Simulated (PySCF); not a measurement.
# What a mistake does to a calculation on BCGeH9Si

These are calculations, not measurements. They come from PySCF 2.14.0, an open-source quantum chemistry program, on an isolated molecule that a program drew, which may never have been made. The molecule is BCGeH9Si (charge 0, singlet), drawn as the SMILES string `[SiH3]B[CH2][GeH3]`.

Each row is a Hartree-Fock (HF) and frozen-core CCSD(T) single point in the cc-pV(D+d)Z basis, meant for a local HF minimum. Run 1 is clean. Each other run has one planted mistake out of seven kinds, and not every kind appears here: one electron removed, one electron added, multiplicity raised by two, geometry at a saddle point, minimal basis STO-3G, one bond length entered in bohr, all coordinates scaled. The reference is restricted for singlets and unrestricted otherwise, and also for a bond in bohr. Adding or removing an electron swaps singlet and doublet. Electrons count all cores. HOMO and LUMO are orbital energies over both spins, the gradient is its largest component, and the lowest frequency (negative if imaginary) is given only where the gradient is small. Bond lengths are over the 12 bonds as drawn. T1 is the CCSD diagnostic: over 0.02 (restricted) or 0.045 (unrestricted) a single reference is doubtful. Germanium has the cc-pVDZ-PP basis, with a core potential (ECP10MDF) in place of its 10 inner electrons, and its 3s, 3p and 3d shells are frozen in CCSD(T).

Geometry of the clean run:
```xyz
13
BCGeH9Si, angstrom
Si   -0.9787    0.1942   -1.1143
B    -0.8404   -0.6924    0.7261
C     0.2043   -1.7839    1.0988
Ge    1.7949   -0.8898    1.9026
H    -0.8922    1.6740   -0.9999
H     0.0778   -0.2555   -2.0587
H    -2.2986   -0.1354   -1.7169
H    -1.5954   -0.3081    1.5838
H    -0.1354   -2.4727    1.8775
H     0.6019   -2.3511    0.2537
H     2.4011    0.1245    0.9264
H     2.8353   -1.9684    2.2139
H     1.4088   -0.1673    3.1965
```

| run | electrons | basis functions | <S^2> | HOMO (eV) | LUMO (eV) | gradient (hartree/bohr) | lowest frequency (cm^-1) | mean bond (Å) | longest bond (Å) | T1 | HF (hartree) | CCSD(T) (hartree) | mistake |
|---|---|---|---|---|---|---|---|---|---|---|---|---|---|
| 1 | 66 | 119 | 0.000 | -10.74 | 1.77 | 2.2e-05 | 54 | 1.5038 | 2.048 | 0.0120 | -650.07830 | -650.59986 | no fault |
| 2 | 66 | 119 | 0.000 | -10.59 | 1.53 | 2.6e-02 | - | 1.5805 | 2.152 | 0.0124 | -650.05329 | -650.58136 | all coordinates scaled |
| 3 | 65 | 119 | 0.758 | -16.62 | -7.94 | 9.2e-02 | - | 1.5038 | 2.048 | 0.0217 | -649.73538 | -650.23755 | one electron removed |
| 4 | 66 | 119 | 2.012 | -6.79 | -1.45 | 4.7e-02 | - | 1.5038 | 2.048 | 0.0179 | -649.94206 | -650.45622 | multiplicity raised by two |
| 5 | 67 | 119 | 0.763 | -0.35 | 8.06 | 4.1e-02 | - | 1.5038 | 2.048 | 0.0125 | -650.05012 | -650.59315 | ? |

**Which mistake was planted in run 5, and what did it cost?**

It counts 67 electrons, one more than the clean run, at the same geometry and basis. So the mistake is: one electron added. Subtracting run 1 and multiplying by 627.51 kcal/mol a hartree, the energy moved by 17.7 kcal/mol in HF and 4.2 kcal/mol in CCSD(T).

Cautions from the logs. Run 5: the added electron raises the CCSD(T) energy, so it isn't bound in this basis.
